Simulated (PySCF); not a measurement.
PySCF input for CH₆GeOSi, SMILES [GeH2]1[CH2]O[SiH2]1, TPSSh-D3(BJ)/def2-SVP. 

```python
import numpy as np
from pyscf import gto, scf, dft
import os
os.environ['JAX_PLATFORMS'] = 'cpu'
from ase import Atoms, units
from ase.calculators.calculator import Calculator, all_changes
from sella import Sella

mol = gto.M(
    atom='''
    C    -1.47757307    0.12615485   -0.00000000
    O    -0.88284417    1.43560281    0.00000000
    Si    0.73883031    1.34034204   -0.00000000
    Ge    0.21359855   -0.96958834    0.00000000
    H    -2.12241439    0.04981655    0.87927706
    H    -2.12241438    0.04981655   -0.87927707
    H     1.31135708    1.88665902   -1.22597547
    H     1.31135707    1.88665902    1.22597548
    H     0.18576422   -1.92633217    1.18245414
    H     0.18576422   -1.92633217   -1.18245415
    ''',
    basis='def2-SVP',
    charge=0,
    spin=0,
    max_memory=1600,
    verbose=3,
)
mf = dft.RKS(mol, xc='tpssh').density_fit(auxbasis='def2-universal-jkfit')
mf.disp = 'd3bj'
mf.grids.level = 4
mf.conv_tol = 1e-9
mf.max_cycle = 100
mf.kernel()
grad = mf.nuc_grad_method()
grad.grid_response = mol.nao <= 150
scan = grad.as_scanner()
scan.verbose = scan.base.verbose = 0
class SCF(Calculator):
    implemented_properties = ['energy', 'forces']
    def calculate(self, atoms=None, properties=None, system_changes=all_changes):
        super().calculate(atoms, properties, system_changes)
        e, g = scan(mol.set_geom_(self.atoms.positions, unit='Angstrom', inplace=False))
        assert scan.converged
        self.results = {'energy': float(e) * units.Hartree, 'forces': -np.asarray(g) * units.Hartree / units.Bohr}
atoms = Atoms(mol.elements, mol.atom_coords(unit='Angstrom'), calculator=SCF())
conv = Sella(atoms, order=0, internal=True, allow_fragments=True).run(fmax=0.002, steps=150)
mol_eq = mol.set_geom_(atoms.positions, unit='Angstrom', inplace=False)
print(mol_eq.tostring(format='xyz'))
mf.reset(mol_eq)
mf.verbose = 3
mf.kernel()
```

It prints:

```
converged SCF energy = -2482.98696545917
     Step          Energy         fmax         cmax       rtrust          rho
Sella   0   -67565.516811       1.8510       0.0000       0.1000       1.0000
Sella   1   -67565.667922       1.8510       0.0000       0.1000       1.4331
Sella   2   -67565.736939       1.0133       0.0000       0.1000       1.1738
Sella   3   -67565.748212       0.3191       0.0000       0.1000       1.4320
Sella   4   -67565.754243       0.2277       0.0000       0.1000       1.2048
Sella   5   -67565.755234       0.1570       0.0000       0.1000       1.3040
Sella   6   -67565.755520       0.0748       0.0000       0.1000       1.2722
Sella   7   -67565.755604       0.0245       0.0000       0.1000       1.3328
Sella   8   -67565.755630       0.0147       0.0000       0.1000       1.1994
Sella   9   -67565.755633       0.0102       0.0000       0.1000       1.2738
Sella  10   -67565.755634       0.0036       0.0000       0.1000       1.2826
10
XYZ from PySCF
C          -1.54970556        0.15816402       -0.00000000
O          -0.94086827        1.46856270       -0.00000000
Si          0.74532822        1.27923426        0.00000000
Ge          0.10259482       -1.00730466       -0.00000000
H          -2.18131053        0.03518741        0.89530297
H          -2.18131053        0.03518741       -0.89530298
H           1.38867864        1.87589874       -1.20376838
H           1.38867864        1.87589874        1.20376839
H           0.28467000       -1.88401523        1.25287354
H           0.28467000       -1.88401522       -1.25287354
converged SCF energy = -2482.99574207032
```

The run converged.

Cost: about 4 core-minutes (a rough figure).
